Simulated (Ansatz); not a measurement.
`[SiH3]OB(S)S` at its PBE0-D4/def2-TZVP geometry, where that method's forces vanish. Charge 0, multiplicity 1.

```csv
atom,x (Å),y (Å),z (Å)
Si1,0.4409,-0.9681,-1.1995
O2,-0.3844,-0.3672,0.0910
B3,-0.4079,0.6841,0.9402
S4,-1.6999,0.8006,2.2110
S5,0.7901,2.0553,0.9270
H6,-0.4511,-0.9307,-2.3816
H7,1.6614,-0.1626,-1.4710
H8,0.8253,-2.3624,-0.8826
H9,-2.3117,-0.3398,1.8535
H10,1.5371,1.5908,-0.0881
```

Problem. For each bond, give half the difference of the two atoms' forces along it (eV/Å; positive pushes the atoms apart) under PBE-D4, r2SCAN-D4, B3LYP-D4, ωB97M-V in def2-TZVPP. (Best estimate.)

Solution. Ansatz gave: 
```
  bond  length (Å)  PBE-D4  r2SCAN-D4  B3LYP-D4  ωB97M-V
Si1–O2       1.645    0.17      -0.03      0.11     0.15
Si1–H6       1.481    0.04      -0.03     -0.09    -0.15
Si1–H7       1.487    0.03      -0.02     -0.07    -0.13
Si1–H8       1.481    0.04      -0.03     -0.09    -0.15
 O2–B3       1.352    0.23       0.13      0.01     0.08
 B3–S4       1.816    0.05       0.04      0.06     0.01
 B3–S5       1.821    0.01       0.03      0.08     0.02
 S4–H9       1.343    0.26       0.01     -0.03    -0.10
S5–H10       1.343    0.28       0.01     -0.05    -0.12
```

B3LYP here is the variant with VWN-RPA as its local correlation; programs differ in this.
